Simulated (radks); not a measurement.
The lead ion Pb2+, configuration [Xe] 4f14 5d8 6s2 6d2 (not the ground configuration). Method: Dirac Kohn-Sham, PBE, spin-unpolarised, spherical densities, finite nucleus; open shells fill j = l - 1/2 first; Fermi nuclear charge, rms radius 5.5012 fm; computed with a radial shooting solver on a logarithmic mesh with Libxc functionals.

Normalised radial functions P(r) = r R(r) (large component), r in bohr:

r	6d3/2
0.0007158	0.0000
0.0008333	0.0000
0.0009779	0.0000
0.001138	0.0000
0.001336	0.0000
0.001568	0.0000
0.001825	0.0000
0.002142	0.0001
0.002513	0.0001
0.002926	0.0001
0.003434	0.0002
0.003998	0.0002
0.004691	0.0003
0.005505	0.0005
0.006409	0.0007
0.007521	0.0010
0.008826	0.0015
0.01027	0.0021
0.01206	0.0031
0.01404	0.0045
0.01647	0.0066
0.01933	0.0095
0.0225	0.0133
0.02641	0.0188
0.03074	0.0257
0.03608	0.0352
0.04234	0.0469
0.04929	0.0601
0.05784	0.0755
0.06788	0.0910
0.07902	0.1034
0.09273	0.1107
0.108	0.1083
0.1267	0.0920
0.1487	0.0590
0.1731	0.0127
0.2031	-0.0464
0.2383	-0.1050
0.2775	-0.1467
0.3256	-0.1612
0.3791	-0.1377
0.4448	-0.0729
0.522	0.0228
0.6077	0.1240
0.7131	0.2168
0.8302	0.2699
0.9743	0.2714
1.143	0.2107
1.331	0.1009
1.562	-0.0538
1.833	-0.2255
2.134	-0.3802
2.504	-0.5091
2.915	-0.5811
3.421	-0.5924
4.015	-0.5361
4.674	-0.4336
5.484	-0.3042
6.436	-0.1848
7.493	-0.0986
8.793	-0.0420
10.24	-0.0151
12.01	-0.0040

6d3/2: eigenvalue -11.738 eV, 3 radial nodes at r = 0.179, 0.504, 1.48 bohr, <r> = 3.67 bohr, 90 % of the charge inside 5.33 bohr.
